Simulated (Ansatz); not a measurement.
Consider the substitution at a C–S bond: `C#CS` + `O[SiH3]` → `C#CO[SiH3]` + H₂S.

Isolated molecules relaxed with PBE0-D4/def2-TZVP in Ansatz; ΔE leaves out vibrations. CCSD(T)/CBS is the MP2 limit (def2-TZVPP, def2-QZVPP) plus CCSD(T) − MP2 in def2-TZVPP, frozen cores. This one scheme is used for every species. DFT in def2-TZVPP. One conformer a species, not always the lowest.

`C#CS`:

```xyz
5

C     0.661    0.251    1.032
C    -0.107    0.146    0.111
S    -1.259    0.095   -1.110
H     1.347    0.335    1.840
H    -0.642   -0.827   -1.872
```

`O[SiH3]`:

```xyz
6

O     0.182   -1.190    0.439
Si   -0.218    0.312   -0.108
H     1.111   -1.417    0.485
H     0.358    1.381    0.753
H    -1.696    0.378   -0.071
H     0.264    0.537   -1.499
```

`C#CO[SiH3]`:

```xyz
8

C    -1.739    1.423   -0.406
C    -0.698    0.853   -0.575
O     0.426    0.249   -0.777
Si    1.037   -0.888    0.300
H    -2.660    1.933   -0.265
H     2.314   -1.311   -0.309
H     0.080   -2.013    0.413
H     1.241   -0.246    1.619
```

H₂S:

```xyz
3

S     0.300    0.540    0.050
H    -0.992    0.203   -0.083
H     0.692   -0.743    0.033
```

```csv
level,ΔE (kJ/mol)
PBE0-D4,45.2
SCS-MP2/def2-TZVPP,52.1
```

(1) What does CCSD(T)/CBS give? (Best estimate.)

Largest T1 diagnostic among the species: 0.013.

## Answers

(1) The calculation gave: +51.9 kJ/mol. The listed levels differ from it by -6.7, 0.2 kJ/mol.

From BLYP to BHLYP (50 % exact exchange), in def2-TZVPP and without D4, ΔE moves by −3.3 kJ/mol. Leaving LDA and LC-ωPBE aside and taking each functional with its dispersion term where it has one, the values, not all of them listed here, spread over 8.8 kJ/mol, from CAM-B3LYP-D4 to PBE-QIDH. LDA lies −7.3 kJ/mol from PBE without D4.
